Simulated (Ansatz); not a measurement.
Start from `C1CS[SiH2]1` and change one atom or group to get `CC1C[SiH2]S1`.

Ansatz, PBE0-D4/def2-TZVP geometries, multiplicity 1. 

```tsv
property	`C1CS[SiH2]1`
LUMO energy (B3LYP/def2-TZVPP) / eV	-0.37
HOMO–LUMO gap (ωB97M-V/def2-TZVPP) / eV	10.48
HOMO–LUMO gap (PBE/def2-TZVPP) / eV	4.59
HOMO energy (PBE0/def2-TZVPP) / eV	-6.79
HOMO energy (ωB97M-V/def2-TZVPP) / eV	-8.96
LUMO energy (PBE/def2-TZVPP) / eV	-1.00
```

Q: Give the same properties after the change, and the shifts. (An estimate is asked.)

A: The calculation gave: 
```csv
property,`CC1C[SiH2]S1`,shift
LUMO energy (B3LYP/def2-TZVPP) / eV,-0.22,0.15
HOMO–LUMO gap (ωB97M-V/def2-TZVPP) / eV,10.60,0.12
HOMO–LUMO gap (PBE/def2-TZVPP) / eV,4.73,0.14
HOMO energy (PBE0/def2-TZVPP) / eV,-6.77,0.02
HOMO energy (ωB97M-V/def2-TZVPP) / eV,-8.96,0.00
LUMO energy (PBE/def2-TZVPP) / eV,-0.86,0.14
```

B3LYP here is the variant with VWN-RPA as its local correlation; programs differ in this.
